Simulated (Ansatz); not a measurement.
Start from `B[SiH](F)[SeH]` and change one atom or group to get `O[SiH](F)[SeH]`.

Ansatz, PBE0-D4/def2-TZVP geometries, multiplicity 1. Each molecule was computed in one conformer, which needn't be the lowest.

Scalar relativity is left out up to krypton.

```json
{"property": "size of the dipole moment (PBE/def2-TZVPP) / D", "`B[SiH](F)[SeH]`": "1.05"}
{"property": "HOMO–LUMO gap (PBE0/def2-TZVPP) / eV", "`B[SiH](F)[SeH]`": "6.74"}
{"property": "HOMO energy (B3LYP/def2-TZVPP) / eV", "`B[SiH](F)[SeH]`": "-7.31"}
{"property": "LUMO energy (ωB97M-V/def2-TZVPP) / eV", "`B[SiH](F)[SeH]`": "0.97"}
{"property": "size of the dipole moment (B3LYP/def2-TZVPP) / D", "`B[SiH](F)[SeH]`": "0.96"}
{"property": "HOMO–LUMO gap (ωB97M-V/def2-TZVPP) / eV", "`B[SiH](F)[SeH]`": "10.51"}
```

Task: Give the same properties after the change, and the shifts. (Estimate.)

Result: Computed: 
```tsv
property	`O[SiH](F)[SeH]`	shift
size of the dipole moment (PBE/def2-TZVPP) / D	1.58	0.53
HOMO–LUMO gap (PBE0/def2-TZVPP) / eV	7.38	0.64
HOMO energy (B3LYP/def2-TZVPP) / eV	-7.22	0.09
LUMO energy (ωB97M-V/def2-TZVPP) / eV	1.78	0.81
size of the dipole moment (B3LYP/def2-TZVPP) / D	1.60	0.64
HOMO–LUMO gap (ωB97M-V/def2-TZVPP) / eV	11.42	0.91
```

Dipoles are sizes alone; their direction can turn.

B3LYP here is the variant with VWN-RPA as its local correlation; programs differ in this.

Spin–orbit coupling is left out; it splits and shifts lone-pair levels of the heavy atoms by tenths of an eV.
